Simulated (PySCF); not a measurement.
## How methods differ on the ionisation energy of Mn⁺

Mn⁺ [Ar] 3d5 4s1 (7S) → Mn²⁺ [Ar] 3d5 (6S), as a difference of total energies. Calculation: PySCF 2.14, in x2c-TZVPall (6s5p4d1f, 48 functions); scalar relativity by spin-free X2C-1e. Correlated levels: valence: [Ar] frozen. The calculations carry no spin-orbit coupling.

| method | ionisation energy (eV) | error (eV) |
| --- | --- | --- |
| UHF | 14.856 | -0.784 |
| MN15 | 15.435 | -0.205 |
| M06-L | 15.432 | -0.208 |
| MP2 (valence) | 15.208 | -0.432 |
| SCS-MP2 (valence) | 14.973 | -0.667 |

Reference: 15.640 eV (measured; NIST Atomic Spectra Database, ionization energies).

Errors of the correlated levels include the incompleteness of this basis and the frozen core.
